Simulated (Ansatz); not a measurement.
Geometry optimisation, UHF/def2-SVP in Ansatz.

Input file:

```yaml
crystal:
  periodic: [false, false, false]
  atoms:
    - { symbol: Sn, position_ang: [0.0, 0.0, 0.0] }
    - { symbol: H, position_ang: [0.0, 0.0, 1.99] }
    - { symbol: H, position_ang: [1.6408, 0.0, -0.5794] }
    - { symbol: H, position_ang: [-0.8195, 1.4198, -0.5794] }
    - { symbol: O, position_ang: [-0.9232, -1.5994, -0.6527] }
    - { symbol: H, position_ang: [-1.3778, -2.065, 0.1197] }
    - { symbol: H, position_ang: [0.0, 0.0, 2.95] }
magnetization:
  spin_polarized: true
  initial_magnetization: 1
basis:
  gaussian: { orbitals: def2-SVP }
hamiltonian:
  xc: hf
relax:
  f_tol: 0.15
  max_steps: 25
  restrain:
    - { distance: [1, 6], at: 1.86, k: 30.0 }
    - { distance: [0, 1], at: 1.74, k: 30.0 }
```

Run as:

```bash
$ ansatz run input.yaml --threads 1 --pin off --max-ram 2048MiB --backend cpu --events-out ev --progress --plain --runs-dir out
```

Problem. Where does it end, and by what steps?

Solution. The forces met the threshold. The restraints hold the end off the free minimum. After 4 steps the energy has fallen by 0.185 eV (the restraints' own energy left out); H7 moved furthest, 0.62 Å.

```json
{"step": "0", "energy less start (eV)": "0.0000", "largest force component (eV/Å)": "2.605", "accepted": "yes"}
{"step": "1", "energy less start (eV)": "0.0994", "largest force component (eV/Å)": "1.426", "accepted": "yes"}
{"step": "2", "energy less start (eV)": "-0.0698", "largest force component (eV/Å)": "0.635", "accepted": "yes"}
{"step": "3", "energy less start (eV)": "-0.1723", "largest force component (eV/Å)": "0.466", "accepted": "yes"}
{"step": "4", "energy less start (eV)": "-0.1853", "largest force component (eV/Å)": "0.515", "accepted": "yes"}
```

```xyz
7
Properties=species:S:1:pos:R:3
Sn 0.018 0.041 -0.035
H 0.015 0.031 1.699
H 1.597 -0.048 -0.671
H -0.831 1.381 -0.660
O -0.914 -1.583 -0.657
H -1.372 -2.079 0.003
H 0.008 0.012 3.569
```

Time of the run: 9 s on 1 thread of Arm Neoverse V1, on a shared host, peak memory 0.13 GiB.
